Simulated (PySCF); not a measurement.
Compound: C5H6BN.
Structure used (PBE0-D3(BJ)/def2-SVP), in Å, numbered top down from 1:
```xyz
13
C5H6BN angstrom
C     -1.7217    1.6195    1.5714
C     -1.1275    0.7890    0.9086
B     -0.3921   -0.2694    0.0674
C     -1.1877   -1.3329   -0.7103
C     -1.8144   -2.1763   -1.3244
N      1.0029   -0.2815   -0.0003
C      1.9249    0.6156    0.6464
H     -2.2548    2.3483    2.1549
H     -2.3722   -2.9184   -1.8675
H      1.4355   -1.0012   -0.5687
H      1.3645    1.3485    1.2416
H      2.6100    0.0761    1.3221
H      2.5387    1.1658   -0.0868
```

Computed with PBE0-D3(BJ)/def2-SVP geometry optimisation, gas phase in PySCF 2.14.0.

Take the most abundant isotopes and a rigid rotor. The values belong to one conformer with, in the numbering `[CH:1]#[C:2][B:3]([C:4]#[CH:5])[NH:6][CH3:7]`, C2–B3–N6–C7 0°.

(1) Give the principal moments of inertia and the rotational constants in cm⁻¹.

(2) Classify the top.

(3) Is it planar, by Δ = Ic − Ia − Ib?

(4) Where do the levels up to J = 2 lie, in MHz?

(5) Predict some low-J microwave lines.

(6) Estimate the classical rotational partition function at 10 K, 50 K and 200 K.

Answers

(1) Ia = 160.06, Ib = 245.56, Ic = 402.41 u·Å²; 505379 MHz·u·Å²/I gives 3157, 2058 and 1256 MHz, that is A = 0.10532, B = 0.06865, C = 0.04189 cm⁻¹.

(2) An asymmetric top: κ = (2 × 2058 − 3157 − 1256)/(3157 − 1256) = -0.16.

(3) Not planar: Δ = Ic − Ia − Ib = -3.20 u·Å². For a rigid frame Δ = −2 Σ m c², so Σ m c² = 1.60 u·Å² lies off the ab plane, practically all of it from hydrogen. The atom farthest from that plane is 0.89 Å away.

(4) Above 0(0,0):
J = 1: 1(0,1) 3314, 1(1,1) 4413, 1(1,0) 5216
J = 2: 2(0,2) 9636, 2(1,2) 10239, 2(1,1) 12646, 2(2,1) 15944, 2(2,0) 16250

(5) The dipole components are |μa| = 1.00 D, |μb| = 1.52 D, |μc| = 0.00 D; the mirror of this Cs structure is the ab plane, so μc vanishes by symmetry and there are no c-type lines. Intensities carry the squares of the components, which stand as 0.44 : 1.00 (a : b). Some of the stronger lines:

| type | branch | J(Ka,Kc) | MHz | lower level (cm⁻¹) |
| --- | --- | --- | --- | --- |
| a | Q | 3(2,1) ← 3(2,2) | 1319 | 0.863 |
| a | Q | 2(1,1) ← 2(1,2) | 2407 | 0.342 |
| a | Q | 4(2,2) ← 4(2,3) | 3187 | 1.297 |
| b | Q | 3(1,2) ← 3(0,3) | 4981 | 0.619 |
| b | Q | 5(3,2) ← 5(2,3) | 5371 | 2.021 |
| b | Q | 4(3,1) ← 4(2,2) | 5676 | 1.404 |
| a | Q | 5(2,3) ← 5(2,4) | 5802 | 1.828 |
| a | R | 2(1,2) ← 1(1,1) | 5826 | 0.147 |
| b | Q | 3(2,2) ← 3(1,3) | 7074 | 0.628 |
| b | Q | 4(4,0) ← 4(3,1) | 9654 | 1.593 |
| a | Q | 5(1,4) ← 5(1,5) | 10376 | 1.461 |
| b | Q | 5(1,4) ← 5(0,5) | 10401 | 1.460 |
| b | Q | 5(2,4) ← 5(1,5) | 11003 | 1.461 |
| a | R | 4(1,4) ← 3(1,3) | 11207 | 0.628 |
| b | Q | 5(5,0) ← 5(4,1) | 12752 | 2.494 |
| b | R | 3(2,2) ← 2(1,1) | 13240 | 0.422 |
| b | R | 4(2,3) ← 3(1,2) | 15349 | 0.785 |
| b | R | 3(3,1) ← 2(2,0) | 17304 | 0.542 |
| b | R | 3(3,0) ← 2(2,1) | 17689 | 0.532 |
| b | R | 4(3,2) ← 3(2,1) | 20049 | 0.907 |
| b | R | 4(3,1) ← 3(2,2) | 21871 | 0.863 |
| b | R | 4(4,1) ← 3(3,0) | 23761 | 1.122 |
| b | R | 4(4,0) ← 3(3,1) | 23857 | 1.119 |
| b | R | 5(4,1) ← 4(3,2) | 27525 | 1.576 |

(6) Point group Cs, symmetry number σ = 1; q = (√π/σ)·√((kT/h)³/(ABC)), k/h = 20836.6 MHz/K: 1870 at 10 K, 20900 at 50 K, 167000 at 200 K.

No frequency check. No vibrational averaging or centrifugal distortion is included, and the geometry carries the error of its method. A rigid rotor knows nothing of internal rotation, which can split or shift real lines. Quadrupole hyperfine structure (11B, 14N) is left out.
